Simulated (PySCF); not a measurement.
**Dipole response of V(3+) (vanadium, charge +3)**

[Ar] 3d2, high-spin 3F determinant. Calculation: PySCF 2.14, in aug-cc-pwCVTZ-DK; the spin-free X2C one-electron Hamiltonian (Gaussian nucleus). Coupled (time-dependent) response in atomic units; α is the mean over directions.

| method | mean α (bohr³) | C₆ (like pair) | S(−4) |
| --- | --- | --- | --- |
| BP86 | 2.290 | 5.886 | 1.988 |

S(−4) is the Cauchy moment in α(ω) = α(0) + S(−4) ω² + …

α(iu) at BP86:

```csv
u (hartree),α(iu) (bohr³)
0,2.290
0.0500,2.285
0.100,2.271
0.200,2.217
0.300,2.138
0.500,1.949
0.750,1.710
1.00,1.495
1.50,1.141
2.00,0.8798
3.00,0.5522
5.00,0.2701
```

A single London oscillator, α(iu) = α/(1 + u²/ω²), gives C₆ = (3/4) ω α². Matching the computed C₆ needs ω = 4 × 5.886 / (3 × 2.290²) = 1.50 hartree.

For an ion, C₆ is the dispersion term alone; charge-induced terms of lower order in 1/R come first.
